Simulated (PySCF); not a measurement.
**Computed properties of Ga(Cl)(SH)2 (ClGaH2S2), SMILES [Cl][Ga]([SH])[SH]**

Ga(Cl)(SH)2 (ClGaH₂S₂), SMILES [Ga]([SH])([Cl])[SH]. Coordinates come from a PBE0-D3(BJ)/def2-SVP optimisation. Other conformers were not sampled. All values are computed for the isolated molecule unless a solvent is named; none is compared with measurement here.

**Structure.** The optimised structure has C2v symmetry. All 12 harmonic modes at PBE0-D3(BJ)/def2-SVP (PySCF) are real, so it is a minimum. With heavy atoms numbered as in [Ga:1]([Cl:2])([SH:3])[SH:5], the shortest bond between them is Ga1–Cl2 at 2.139 Å and the longest Ga1–S3 at 2.192 Å.

**Vibrations.** The strongest infrared lines (harmonic, unscaled, degenerate partners summed) lie at 452 cm⁻¹ (75 km/mol, Cl 47 %, Ga 40 %, S 13 %), 448 cm⁻¹ (53 km/mol, S 53 %, Ga 42 %), 262 cm⁻¹ (33 km/mol, H 94 %). The softest mode is at 112 cm⁻¹ and the zero-point energy is 12.8 kcal/mol.

**Electronic structure.** M06-2X/def2-TZVP (PySCF) places the frontier levels at -9.11 and -0.47 eV, a gap of 8.64 eV, and gives a dipole moment of 2.52 D and a mean polarisability of 76.4 bohr³. PBE/def2-TZVP (PySCF) at the same geometry gives -6.71 and -2.19 eV, so its gap is 4.12 eV narrower. An orbital gap is neither the optical nor the fundamental gap.

**Excitations.** TDA-PBE0/def2-SVPD (PySCF) has S1 at 5.12 eV (242 nm, f = 0.000, dark); the most intense of the 10 singlets computed lies at 6.54 eV (f = 0.19). T1 (TDA) is at 4.78 eV, 0.34 eV under S1. TDA-PBE/def2-SVPD (PySCF) puts S1 at 4.53 eV. No vertical singlet excitation falls in the visible range (under 3.1 eV).

**NMR.** GIAO shifts at PBE0/pcSseg-1 (PySCF) (non-relativistic, atoms alike by connectivity averaged): ¹H at 1.3 ppm against TMS. Without spin–orbit terms, shifts of atoms bonded to Cl or Br come out too high.
